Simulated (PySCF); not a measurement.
Gas-phase reaction: SnF4 + Cl2 ⇌ SnCl2 + 4 F

Method: PySCF energies plus ideal-gas RRHO corrections (1 bar). † marks an energy on the PBE0/def2-TZVP geometry and frequencies. MP2 and CCSD(T) freeze the core. Open shells (unrestricted): F (multiplicity 2, electronic degeneracy 6); the rest are closed-shell singlets. Spin-orbit splitting is ignored; it lowers the true energy and changes the entropy of F. Sn: scalar-relativistic def2 core potential, no spin-orbit coupling. MP2 isn't extrapolated to the basis-set limit; its ΔH°(298 K) is 1137.5 kJ in def2-SVP and 1219.8 kJ in def2-TZVPP. CCSD(T) isn't extrapolated to the basis-set limit; its ΔH°(298 K) is 1026.3 kJ in def2-SVP and 1129.3 kJ in def2-TZVPP. The harmonic model lacks anharmonicity and excited electronic states, which grow with temperature; levels with a mode under 35 cm⁻¹ are left out. Soft modes under 120 cm⁻¹ make the harmonic entropy rough for SnCl2.

ΔH° and ΔS° at 298 K: CCSD(T)/def2-SVP† 1026 kJ, 401 J/K; MP2/def2-SVP† 1137 kJ, 401 J/K; MP2/def2-TZVPP† 1220 kJ, 401 J/K; PBE/def2-TZVP† 1227 kJ, 401 J/K; ωB97M-V/def2-TZVP† 1163 kJ, 401 J/K.

Q: With the heat capacities included, give log10 K (1 bar) at 500, 600, 1000, 1400, 2000 K from CCSD(T)/def2-SVP†, MP2/def2-SVP†, MP2/def2-TZVPP†, PBE/def2-TZVP†, ωB97M-V/def2-TZVP†.

A: 
```tsv
T (K)	CCSD(T)/def2-SVP†	MP2/def2-SVP†	MP2/def2-TZVPP†	PBE/def2-TZVP†	ωB97M-V/def2-TZVP†
500	-86.2	-97.8	-106.4	-107.1	-100.5
600	-68.3	-78.0	-85.2	-85.7	-80.2
1000	-32.5	-38.3	-42.6	-42.9	-39.6
1400	-17.1	-21.3	-24.3	-24.6	-22.2
2000	-5.6	-8.5	-10.7	-10.9	-9.2
```
